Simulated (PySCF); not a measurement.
CH3NOSi.
Geometry (PBE0-D3(BJ)/def2-SVP, Å), atoms numbered from 1 in this order:
```
atom  x, y, z in Å
N1     2.5213   -0.6915    0.1410
C2     1.4499   -0.2614    0.0311
Si3   -0.2870    0.4073   -0.1156
O4    -1.3403   -0.8285   -0.4160
H5    -0.3271    1.3166   -1.2820
H6    -0.5483    1.1134    1.1678
H7    -1.3907   -1.5536    0.2139
```

Computed, not measured: core-valence-separated Tamm–Dancoff BHandHLYP/aug-pcX-1 (pcseg-1 on H, def2-SVPD on Si) in PySCF, non-relativistic, gas phase, PBE0-D3(BJ)/def2-SVP geometry. BHandHLYP without relativity tends to put these K edges a few eV too low, so spacings mean more than positions.

(1) What does the O 1s absorption edge look like?

(2) What does the C 1s absorption edge look like?

(3) List the nitrogen K-edge absorption lines.

Answers

(1) 
| E (eV) | f | core hole on | main final orbital |
| --- | --- | --- | --- |
| 531.80 | 0.0138 | O4 | LUMO (79 %) |
| 533.34 | 0.0319 | O4 | LUMO+2 (36 %) |
| 534.11 | 0.0049 | O4 | LUMO+1 (86 %) |
| 534.30 | 0.0149 | O4 | LUMO+4 (71 %) |
| 535.07 | 0.0036 | O4 | LUMO+3 (39 %) |
| 535.61 | 0.0091 | O4 | LUMO+5 (34 %) |
| 535.77 | 0.0046 | O4 | LUMO+6 (32 %) |

The first line with a tenth or more of the strongest one's intensity is at 531.80 eV (f = 0.014), with the hole on O4 (silanol oxygen). The strongest listed is at 533.34 eV (f = 0.032; O4).

(2) 
| E (eV) | f | core hole on | main final orbital | polarisation |
| --- | --- | --- | --- | --- |
| 282.88 | 0.0460 | C2 | LUMO (50 %) | across the triple bond |
| 283.00 | 0.0517 | C2 | LUMO+1 (80 %) | across the triple bond |
| 286.60 | 0.0141 | C2 | LUMO (44 %) | across the triple bond |
| 286.93 | 0.0067 | C2 | LUMO+2 (39 %) | mixed |
| 287.13 | 0.0120 | C2 | LUMO+4 (48 %) | mixed |
| 288.04 | 0.0128 | C2 | LUMO+5 (33 %) | across the triple bond |
| 288.28 | 0.0023 | C2 | LUMO+5 (32 %) | mixed |

The first line with a tenth or more of the strongest one's intensity is at 282.88 eV (f = 0.046), with the hole on C2 (cyano carbon), polarised across the triple bond: a 1s→π* resonance. The strongest listed is at 283.00 eV (f = 0.052; C2).

(3) 
| E (eV) | f | core hole on | main final orbital | polarisation |
| --- | --- | --- | --- | --- |
| 396.58 | 0.0622 | N1 | LUMO (52 %) | across the triple bond |
| 396.83 | 0.0627 | N1 | LUMO+1 (81 %) | across the triple bond |
| 401.46 | 0.0002 | N1 | LUMO+2 (72 %) | – |
| 402.02 | 0.0009 | N1 | LUMO+3 (45 %) | – |
| 402.76 | 0.0063 | N1 | LUMO+4/LUMO+5 (2 roots, f summed) | along the triple bond |
| 402.87 | 0.0017 | N1 | LUMO+6 (65 %) | mixed |

The first line with a tenth or more of the strongest one's intensity is at 396.58 eV (f = 0.062), with the hole on N1 (cyano nitrogen), polarised across the triple bond: a 1s→π* resonance. The strongest listed is at 396.83 eV (f = 0.063; N1).

Roots within 0.03 eV whose holes lie on the same, on equivalent or on shared atoms are summed into one line, and the highest roots are left out, as the search may have cut off their partners. Final orbitals are the ground state's empty Kohn–Sham orbitals. A dash: too weak, shared between unlike atoms, or no plane or axis to refer to.

**Question.** What are the wavelength and the wavenumber of the 531.80 eV line?

**Answer.** λ = 12398.42 eV Å/531.80 eV = 23.314 Å; 4.2893 × 10⁶ cm⁻¹.

The ionisation thresholds weren't computed; near and above them a finite basis only mimics Rydberg series and continuum.

One conformer stands for the species.
